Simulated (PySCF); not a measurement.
H₃Cl₃HfOSi, charge -1, doublet, at a GFN2-xTB geometry (such geometries of metal compounds can be far from the true shape) (the multiplicity is a formal guess) (core potentials on Hf); DF-CAMB3LYP/def2-SV(P) in PySCF.

Input for PySCF:
```python
from pyscf import gto, scf, dft

mol = gto.M(
    atom='''
Hf    0.129132    0.101364    0.142522
Cl    1.267948    1.215831    1.788663
Cl   -0.482923   -1.721246    1.390278
Cl   -1.059501    1.890892   -0.656323
O     0.636359   -0.747569   -1.498696
Si   -0.508435   -1.423640   -2.369409
H    -1.859721   -1.296839   -1.764920
H    -0.207272   -2.855039   -2.524354
H    -0.537228   -0.787936   -3.695554
''',
    basis='def2-sv(p)',
    ecp={'Hf': 'def2-sv(p)'},
    charge=-1,
    spin=1,
    verbose=4,
)

mf = dft.UKS(mol)
mf.xc = 'camb3lyp'
mf.conv_tol_grad = 1e-7
mf = mf.density_fit(auxbasis='def2-universal-jkfit')
mf.kernel()
mf.analyze()
```

Output, abridged:

```
PySCF version 2.14.0

[INPUT] verbose = 4
[INPUT] num. atoms = 9
[INPUT] num. electrons = 89
[INPUT] charge = -1
[INPUT] spin (= nelec alpha-beta = 2S) = 1
[INPUT] symmetry False subgroup None
[INPUT] Mole.unit = angstrom
[INPUT] Symbol           X                Y                Z      unit          X                Y                Z       unit  Magmom
[...]
nuclear repulsion = 557.426862131875
number of shells = 55
number of NR pGTOs = 230
number of NR cGTOs = 117
basis = def2-sv(p)
ecp = {'Hf': 'def2-sv(p)'}

******** <class 'pyscf.df.df_jk.DFUKS'> ********
method = DFUKS
initial guess = minao
damping factor = 0
level_shift factor = 0
DIIS = <class 'pyscf.scf.diis.CDIIS'>
diis_start_cycle = 1
diis_space = 8
diis_damp = 0
SCF conv_tol = 1e-09
SCF conv_tol_grad = 1e-07
SCF max_cycles = 50
direct_scf = False
number electrons alpha = 45  beta = 44
XC library pyscf.dft.libxc version 7.1.2
    S. Lehtola, C. Steigemann, M. J. T. Oliveira, and M. A. L. Marques,  SoftwareX 7, 1–5 (2018)
XC functionals = camb3lyp
    T. Yanai, D. P. Tew, and N. C. Handy,  Chem. Phys. Lett. 393, 51 (2004)
radial grids:
    Treutler-Ahlrichs [JCP 102, 346 (1995); DOI:10.1063/1.469408] (M4) radial grids

becke partition: Becke, JCP 88, 2547 (1988); DOI:10.1063/1.454033
pruning grids: <function nwchem_prune>
grids dens level: 3
symmetrized grids: False
atomic radii adjust function: <function treutler_atomic_radii_adjust>
small_rho_cutoff = 0
tot grids = 143120
******** <class 'pyscf.df.df.DF'> ********
auxbasis = def2-universal-jkfit
Create RSH-DF object <pyscf.df.df.DF object> for omega=0.33
******** <class 'pyscf.df.df.DF'> ********
auxbasis = auxmol.basis = def2-universal-jkfit
init E= -1782.35703814045

cycle= 1 E= -1794.54607696008  delta_E= -12.2  |g|= 0.779  |ddm|= 5.48
cycle= 2 E= -1794.30159024215  delta_E= 0.244  |g|= 1.11  |ddm|= 2.83
cycle= 3 E= -1794.83923839072  delta_E= -0.538  |g|= 0.157  |ddm|= 1.84
cycle= 4 E= -1794.8482379649  delta_E= -0.009  |g|= 0.0635  |ddm|= 0.293
cycle= 5 E= -1794.85031095803  delta_E= -0.00207  |g|= 0.017  |ddm|= 0.0884
cycle= 6 E= -1794.85052159799  delta_E= -0.000211  |g|= 0.00355  |ddm|= 0.0472
cycle= 7 E= -1794.85057192603  delta_E= -5.03e-05  |g|= 0.00185  |ddm|= 0.0338
cycle= 8 E= -1794.85059785562  delta_E= -2.59e-05  |g|= 0.00101  |ddm|= 0.0272
cycle= 9 E= -1794.85060683765  delta_E= -8.98e-06  |g|= 0.000448  |ddm|= 0.0157
cycle= 10 E= -1794.85060873839  delta_E= -1.9e-06  |g|= 0.000244  |ddm|= 0.00648
cycle= 11 E= -1794.85060915497  delta_E= -4.17e-07  |g|= 0.000126  |ddm|= 0.0034
cycle= 12 E= -1794.85060921852  delta_E= -6.36e-08  |g|= 9.86e-05  |ddm|= 0.00115
cycle= 13 E= -1794.8506092466  delta_E= -2.81e-08  |g|= 1.59e-05  |ddm|= 0.0012
cycle= 14 E= -1794.85060924734  delta_E= -7.47e-10  |g|= 8.22e-06  |ddm|= 0.000213
cycle= 15 E= -1794.8506092474  delta_E= -6.14e-11  |g|= 2.81e-06  |ddm|= 5.41e-05
cycle= 16 E= -1794.85060924742  delta_E= -1.91e-11  |g|= 8.57e-07  |ddm|= 1.82e-05
cycle= 17 E= -1794.85060924743  delta_E= -3.18e-12  |g|= 3.88e-07  |ddm|= 4.64e-06
cycle= 18 E= -1794.85060924742  delta_E= 5.91e-12  |g|= 1.51e-07  |ddm|= 3.09e-06
cycle= 19 E= -1794.85060924743  delta_E= -4.55e-12  |g|= 6.32e-08  |ddm|= 1.48e-06
Extra cycle  E= -1794.85060924743  delta_E= -2.73e-12  |g|= 4.59e-08  |ddm|= 4.18e-07
converged SCF energy = -1794.85060924743  <S^2> = 0.75110212  2S+1 = 2.0011018
**** SCF Summaries ****
Total Energy =                       -1794.850609247428110
Nuclear Repulsion Energy =             557.426862131874827
One-electron Energy =                -3619.845819706317343
Two-electron Energy =                 1267.568348327014519
Two-electron Coulomb Energy =         1389.412435793968825
DFT Exchange-Correlation Energy =     -121.844087466954363
**** MO energy ****
                             alpha | beta                alpha | beta
[...]
spin_pop of  0 Hf 5s        0.00019
spin_pop of  0 Hf 6s        0.26240
spin_pop of  0 Hf 7s        0.00873
spin_pop of  0 Hf 8s        0.00568
[...]
spin_pop of  0 Hf 7px       0.00134
spin_pop of  0 Hf 7py       0.00124
spin_pop of  0 Hf 7pz       0.00029
spin_pop of  0 Hf 5dxy      0.09955
spin_pop of  0 Hf 5dyz      0.03149
spin_pop of  0 Hf 5dz^2     0.37049
spin_pop of  0 Hf 5dxz      0.01592
spin_pop of  0 Hf 5dx2-y2    0.00520
spin_pop of  0 Hf 6dxy      0.00883
spin_pop of  0 Hf 6dyz      0.00051
spin_pop of  0 Hf 6dz^2     0.03988
spin_pop of  0 Hf 6dxz      0.00463
spin_pop of  0 Hf 6dx2-y2    0.00131
spin_pop of  1 Cl 1s        0.00000
spin_pop of  1 Cl 2s        0.00000
spin_pop of  1 Cl 3s        0.00646
spin_pop of  1 Cl 4s        0.00867
spin_pop of  1 Cl 2px      -0.00000
spin_pop of  1 Cl 2py       0.00000
spin_pop of  1 Cl 2pz       0.00000
spin_pop of  1 Cl 3px       0.00152
spin_pop of  1 Cl 3py      -0.00010
spin_pop of  1 Cl 3pz       0.00472
spin_pop of  1 Cl 4px       0.00684
spin_pop of  1 Cl 4py       0.00003
spin_pop of  1 Cl 4pz       0.00005
spin_pop of  1 Cl 3dxy      0.00051
spin_pop of  1 Cl 3dyz      0.00031
spin_pop of  1 Cl 3dz^2     0.00048
spin_pop of  1 Cl 3dxz      0.00147
spin_pop of  1 Cl 3dx2-y2    0.00002
spin_pop of  2 Cl 1s        0.00000
spin_pop of  2 Cl 2s        0.00000
spin_pop of  2 Cl 3s        0.00647
spin_pop of  2 Cl 4s        0.00956
spin_pop of  2 Cl 2px       0.00000
spin_pop of  2 Cl 2py      -0.00000
spin_pop of  2 Cl 2pz      -0.00000
spin_pop of  2 Cl 3px       0.00373
spin_pop of  2 Cl 3py      -0.00082
spin_pop of  2 Cl 3pz      -0.00101
spin_pop of  2 Cl 4px       0.00489
spin_pop of  2 Cl 4py       0.00011
spin_pop of  2 Cl 4pz       0.00018
spin_pop of  2 Cl 3dxy      0.00195
spin_pop of  2 Cl 3dyz      0.00004
spin_pop of  2 Cl 3dz^2     0.00008
spin_pop of  2 Cl 3dxz      0.00072
spin_pop of  2 Cl 3dx2-y2    0.00004
spin_pop of  3 Cl 1s        0.00000
spin_pop of  3 Cl 2s        0.00000
spin_pop of  3 Cl 3s        0.00648
spin_pop of  3 Cl 4s        0.00828
spin_pop of  3 Cl 2px       0.00000
spin_pop of  3 Cl 2py      -0.00000
spin_pop of  3 Cl 2pz      -0.00000
spin_pop of  3 Cl 3px       0.00099
spin_pop of  3 Cl 3py       0.00130
spin_pop of  3 Cl 3pz      -0.00038
spin_pop of  3 Cl 4px       0.00608
spin_pop of  3 Cl 4py       0.00008
spin_pop of  3 Cl 4pz       0.00007
spin_pop of  3 Cl 3dxy      0.00174
spin_pop of  3 Cl 3dyz      0.00034
spin_pop of  3 Cl 3dz^2     0.00000
spin_pop of  3 Cl 3dxz      0.00047
spin_pop of  3 Cl 3dx2-y2    0.00039
spin_pop of  4 O 1s        0.00000
spin_pop of  4 O 2s        0.01258
spin_pop of  4 O 3s        0.00474
spin_pop of  4 O 2px      -0.00198
spin_pop of  4 O 2py      -0.00176
spin_pop of  4 O 2pz      -0.00153
spin_pop of  4 O 3px       0.00114
spin_pop of  4 O 3py       0.00007
spin_pop of  4 O 3pz       0.00038
spin_pop of  4 O 3dxy      0.00012
spin_pop of  4 O 3dyz      0.00002
spin_pop of  4 O 3dz^2     0.00005
spin_pop of  4 O 3dxz      0.00018
spin_pop of  4 O 3dx2-y2    0.00010
spin_pop of  5 Si 1s        0.00000
spin_pop of  5 Si 2s        0.00000
spin_pop of  5 Si 3s        0.00092
spin_pop of  5 Si 4s        0.01557
spin_pop of  5 Si 2px       0.00000
spin_pop of  5 Si 2py       0.00000
spin_pop of  5 Si 2pz       0.00000
spin_pop of  5 Si 3px       0.00703
spin_pop of  5 Si 3py       0.00343
spin_pop of  5 Si 3pz       0.00527
spin_pop of  5 Si 4px       0.00053
spin_pop of  5 Si 4py       0.00049
spin_pop of  5 Si 4pz       0.00171
spin_pop of  5 Si 3dxy      0.00008
spin_pop of  5 Si 3dyz      0.00007
spin_pop of  5 Si 3dz^2     0.00037
spin_pop of  5 Si 3dxz     -0.00004
spin_pop of  5 Si 3dx2-y2    0.00063
spin_pop of  6 H 1s        0.00158
spin_pop of  6 H 2s        0.00136
spin_pop of  7 H 1s       -0.00047
spin_pop of  7 H 2s        0.00008
spin_pop of  8 H 1s       -0.00047
spin_pop of  8 H 2s        0.00015
In total            45.00000 | 44.00000

WARN: System has nonzero charge -1; the dipole moment is origin-dependent.
Location of origin: [0. 0. 0.]

Dipole moment(X, Y, Z, Debye): -0.45579, -0.84454, -1.36217
```
